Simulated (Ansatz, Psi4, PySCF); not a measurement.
C2H8Si, charge -1, doublet, at a GFN2-xTB geometry (a state made from the parent by changing its charge; the spin is typed, not shown lowest) (in this run its highest filled SCF level lies above zero, so its values depend strongly on the basis, on diffuse functions most of all). Base run: HF/6-31G* (PySCF).

Here is a job for PySCF.
```python
from pyscf import gto, scf

mol = gto.M(
    atom='''
Si    0.036508   -0.433585   -0.365070
C     1.531917    0.704415    0.028612
C    -1.590659   -0.005895    0.559960
H     0.467240   -1.527360    0.704045
H    -0.371868    0.395336   -1.656872
H     1.346215    1.751741   -0.212712
H     2.390664    0.390364   -0.565812
H     1.838058    0.660496    1.074448
H    -2.376137   -0.693967    0.245323
H    -1.949589    1.002026    0.348114
H    -1.503243   -0.099568    1.643016
''',
    basis='6-31g*',
    charge=-1,
    spin=1,
    verbose=3,
)

mf = scf.UHF(mol)
mf.kernel()
```

The same geometry, method and basis name were run in Ansatz (a quantum-chemistry and plane-wave program) and Psi4 and PySCF, at each program's defaults and at the settings that a row names. The base is PySCF at its defaults. Differences at the defaults can come from grids, fitting, cores and function types together.

```json
[
 {"code and settings": "PySCF, defaults (exact integrals, spherical functions)", "ΔE vs base (mEh)": "0.000", "basis functions": "62", "E (Eh)": "-369.20596", "SCF cycles": "11"},
 {"code and settings": "Psi4, defaults (density fitting with its default set, Cartesian functions)", "ΔE vs base (mEh)": "-1.536", "basis functions": "65", "E (Eh)": "-369.20749", "SCF cycles": "9"},
 {"code and settings": "Ansatz, defaults (factorised integrals, Cartesian functions)", "ΔE vs base (mEh)": "-1.571", "basis functions": "65", "E (Eh)": "-369.20753", "SCF cycles": "-"},
 {"code and settings": "PySCF, density fitting with def2-universal-jkfit", "ΔE vs base (mEh)": "0.026", "basis functions": "62", "E (Eh)": "-369.20593", "SCF cycles": "11"},
 {"code and settings": "Psi4, exact integrals, spherical functions", "ΔE vs base (mEh)": "0.000", "basis functions": "62", "E (Eh)": "-369.20596", "SCF cycles": "13"},
 {"code and settings": "Ansatz, high accuracy, Cartesian functions as the basis file defines them", "ΔE vs base (mEh)": "-1.575", "basis functions": "65", "E (Eh)": "-369.20753", "SCF cycles": "-"}
]
```

Open shells are given as the SCF converged; they aren't shown to be the lowest states, and a large step between rows can be another state.
